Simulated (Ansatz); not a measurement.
CuH2S (charge +1), closed shell: a pair in one relaxed arrangement.

The input file, in.yaml:

```yaml
crystal:
  periodic: [false, false, false]
  atoms:
    - {symbol: Cu, position_ang: [-0.830989, -0.304710, -1.589693]}
    - {symbol: S, position_ang: [0.298747, -0.476021, 0.313289]}
    - {symbol: H, position_ang: [1.099620, 0.600206, 0.162224]}
    - {symbol: H, position_ang: [-0.567376, 0.180525, 1.114080]}
basis:
  gaussian: {orbitals: "def2-TZVPPD.json"}
total_charge: 1
hamiltonian: {xc: {name: B3LYP}, dispersion: d4}
```

The basis file named in the input lies beside it (Basis Set Exchange, JSON).

Run by:

```bash
ansatz run in.yaml --threads 2 --pin off --events-out ev --progress --plain --max-ram 5222MiB
```

What Ansatz 0.2.0 printed:

```
Functional definition: B3LYP
  name "B3LYP"
  cite "Stephens, Devlin, Chabalowski & Frisch, J. Phys. Chem. 98, 11623 (1994) doi:10.1021/j100096a001"
  cite "Becke, Phys. Rev. A 38, 3098 (1988) doi:10.1103/PhysRevA.38.3098"
  cite "Lee, Yang & Parr, Phys. Rev. B 37, 785 (1988) doi:10.1103/PhysRevB.37.785"
  cite "Vosko, Wilk & Nusair, Can. J. Phys. 58, 1200 (1980) doi:10.1139/p80-159"
  parameter a0 = 0.2
  parameter ax = 0.72
  parameter ac = 0.81
  exchange = (1 - a0 - ax)*slater_x + ax*b88_x + a0*exact_x
  correlation = (1 - ac)*vwn_rpa_c + ac*lyp_c
1015 factors; their error is unknown
mean field evaluation 1: about -55483.0811 eV, gradient 1.6e2 eV
mean field evaluation 2: about -54529.0553 eV, gradient 5.6e2 eV
mean field evaluation 4: about -55496.6835 eV, gradient 8.5e1 eV
mean field evaluation 8: about -55504.3185 eV, gradient 5.1e-1 eV
mean field evaluation 16: about -55504.4232 eV, gradient 1.5e-4 eV
mean field -55504.42317176 eV, -2039.7499293130 hartree, gradient 4.9e-5 eV, S^2 0.000000; 0 other end points of the search recorded, 0 dependent functions left out
reference -55504.42339750 eV, -2039.7499376085 hartree; 23, 23 occupied and 129, 129 virtual orbitals, 1015 factors
Total energy: -55504.51190518 eV, -2039.7531902058 hartree
```

The run took about 2.2 s on 2 CPU threads of an Arm Neoverse V2 (shared host).
